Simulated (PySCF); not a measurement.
PySCF input:

```python
from pyscf import gto, scf, dft

mol = gto.M(
    atom='''
    Se    0.19742117   -0.16359053    0.58407614
    Cl    0.90839488    1.43153558   -0.62899113
    Cl   -1.25707067   -1.14350709   -0.61827994
    H    -0.78483133    0.66559362    1.34501945
    ''',
    basis='def2-tzvpd',
    charge=1,
    spin=0,
    verbose=4,
)

mf = dft.RKS(mol, xc='bp86').density_fit(auxbasis='def2-universal-jkfit')
mf.grids.level = 3
mf.conv_tol = 1e-9
mf.max_cycle = 100
mf.max_memory = 1500
mf.kernel()
if not mf.converged:
    mf = mf.newton()
    mf.kernel(mf.make_rdm1())
mf.analyze()
```

Problem. What final total energy does it print?

Solution. -3322.62941 Eh (BP86/def2-TZVPD).

It need not be the lowest isomer of its formula.
